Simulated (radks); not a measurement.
Values are calculated unless marked as measured or tabulated.
Problem. The mean radii <r> (bohr) of the occupied orbitals of an atom or ion are listed with their occupations. Level of theory: scalar-relativistic Kohn-Sham, SCAN, spin-polarised, spherical densities, finite nucleus; meta-GGA in the generalised Kohn-Sham scheme; Fermi nuclear charge, rms radius of each element as measured or else 0.836 A^(1/3) + 0.57 fm (a radial shooting solver on a logarithmic mesh with Libxc functionals).

| orbital | occ. | <r> |
|---|---|---|
| 1s up | 1 | 0.03111 |
| 1s down | 1 | 0.03111 |
| 2s down | 1 | 0.1348 |
| 2s up | 1 | 0.1348 |
| 2p down | 3 | 0.1177 |
| 2p up | 3 | 0.1177 |
| 3s up | 1 | 0.3676 |
| 3s down | 1 | 0.3676 |
| 3p up | 3 | 0.3670 |
| 3p down | 3 | 0.3670 |
| 3d down | 5 | 0.3458 |
| 3d up | 5 | 0.3458 |
| 4s down | 1 | 0.9150 |
| 4s up | 1 | 0.9145 |
| 4p down | 3 | 1.002 |
| 4p up | 3 | 1.003 |
| 4d up | 5 | 1.433 |
| 4d down | 5 | 1.394 |
| 5s up | 1 | 3.062 |

Name the element and its charge. Open shells, if any, are filled with parallel spins first.

Solution. Z = 47, silver, charge 0: Ag in [Kr] 4d10 5s1. The 1s radius gives Z: for a bare nucleus <r> = (2 gamma + 1)/(2Z) with gamma = sqrt(1 - (Z/c)^2), 0.03062 bohr for Z = 47, and screening makes it slightly larger (0.03111 here). The occupations add up to 47, and the charge is Z minus that.
